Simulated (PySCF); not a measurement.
# Electronic structure of Mn⁺ (manganese, charge +1) at the UHF level

Configuration: [Ar] 3d5 4s1, high-spin 7S determinant. Computed with PySCF 2.14 in cc-pVDZ (6s5p3d1f, 43 functions), with the non-relativistic Hamiltonian (point nucleus).

```
Total energy                                     : -1149.647868 hartree
One-electron energy                              : -1578.1195 hartree
Hartree (Coulomb) energy                         : 479.3600 hartree
Exchange energy                                  : -50.8883 hartree
Kinetic energy                                   : 1149.69321 hartree
⟨S²⟩                                             : 12.0002
⟨L²⟩                                             : 0.000
Sum of ⟨r⟩                                       : 17.91 bohr
Sum of ⟨r²⟩                                      : 26.00 bohr²
Density at the nucleus (Gaussians lack the cusp) : 10500 bohr⁻³
Spin density at the nucleus                      : 4.46 bohr⁻³
Langevin diamagnetic susceptibility              : -20.6 ×10⁻⁶ cm³/mol
Time after the integrals                         : 0.13 s of wall time on 1 thread of Neoverse-V2 (shared host)
```

```csv
shell,electrons,mean orbital energy (eV),"rms radius, mean of both spins (bohr)"
1s α,1,-6553.3,0.0713
1s β,1,-6553.2,0.0713
2s α,1,-801.97,0.305
2s β,1,-798.14,0.305
2p α,3,-685.00,0.274
2p β,3,-681.30,0.274
3s α,1,-117.52,0.924
3s β,1,-106.10,0.924
3p α,3,-82.256,0.991
3p β,3,-68.671,0.991
3d α,5,-25.483,1.27
4s α,1,-14.820,3.11
```
